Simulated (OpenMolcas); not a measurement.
Mo2+.

```json
{"Program": "OpenMolcas 26.06", "Basis": "ANO-R1 [6s4p3d1f]", "Scalar Hamiltonian": "X2C, finite nucleus", "Active space": "4 electrons in 6 orbitals (4d 5s)", "State averaging": "2S+1 = 5 even, 15 roots; 2S+1 = 3 even, 95 roots kept (CI in the orbitals of an earlier block); 2S+1 = 1 even, 85 roots kept (CI in the orbitals of an earlier block)", "Spin-orbit coupling": "RASSI with atomic mean-field integrals over the reference wave functions, term energies averaged over their components"}
```

Two sets of levels on these reference wave functions, in cm⁻¹ above 4d⁴ ⁵D₀: one from CASSCF and one from MS-CASPT2, IPEA 0.25 Eh, imaginary shift 0.1 Eh (closed shells correlated: 4s 4p).

| Level | Set 1 | Set 2 |
| --- | --- | --- |
| 4d⁴ ⁵D₀ | 0.0 | 0.0 |
| 4d⁴ ⁵D₁ | 241 | 254 |
| 4d⁴ ⁵D₂ | 679 | 704 |
| 4d⁴ ⁵D₃ | 1267 | 1295 |
| 4d⁴ ⁵D₄ | 1966 | 1988 |
| 4d⁴ ³P₀(1) | 15700 | 13120 |
| 4d⁴ ³H₄ | 16100 | 15010 |
| 4d⁴ ³H₅ | 16650 | 15650 |
| 4d⁴ ³P₁(1) | 17010 | 14480 |
| 4d⁴ ³H₆ | 17170 | 16220 |
| 4d⁴ ³F₃(1) | 18350 | 16220 |
| 4d⁴ ³F₂(1) | 18370 | 16220 |
| 4d⁴ ³F₄(1) | 18620 | 16570 |
| 4d⁴ ³P₂(1) | 19050 | 16490 |
| 4d⁴ ³G₃ | 20510 | 18360 |
| 4d⁴ ³G₄ | 20970 | 18790 |

Which set is which?

Set 2 is MS-CASPT2. Its levels of the other terms of 4d⁴ lie at 0.84 to 0.94 of the other set's values, as expected, since terms of lower spin or lower L gain more correlation energy than the Hund ground term. Against 15 measured levels (Sugar and Musgrove, J. Phys. Chem. Ref. Data 17, 155 (1988)) the mean absolute deviation is 1700 cm-1 with it and 3100 cm-1 without; single levels miss by up to 2500 cm-1 with it.

CASPT2 does not keep the components of a term degenerate, so their means are used; among the terms shown or strongly mixed into the levels shown the widest spread is 110 cm-1 (4d⁴ ³F(1), MS-CASPT2). Terms from blocks run as CI alone lack orbitals of their own. Configurations are named by rounded mean occupations; where the s occupation lies near a half they are strongly mixed, a name can repeat and a true partner stay unpaired. Without dynamic correlation excited terms often stand tens of per cent too high (terms of higher spin than the ground term too low), and those without a measured partner can miss by more than the paired ones (holds for CASSCF). Some levels mix across a computed gap that differs much from the measured one, so their mixing is not that of the real levels (holds for CASSCF). Blocks of more than 70 roots (2S+1 = 3 even, 1 even) ran without multistate coupling (holds for MS-CASPT2). Some terms miss by over 15 % even with CASPT2, which points to a basis or an active space too small for the shells correlated (holds for MS-CASPT2). Measured partners are found by configuration, term and J. A level has none where our copy of the source lacks it or the pairing is in doubt (some pairs that miss far off the trend of their configuration count as doubtful), and it then counts in no deviation. Only configurations of the active space appear. The table leaves out levels that lie high or whose names do not pair safely across all columns.

A number in round brackets counts repeated terms of one configuration in the order of the reference energies.
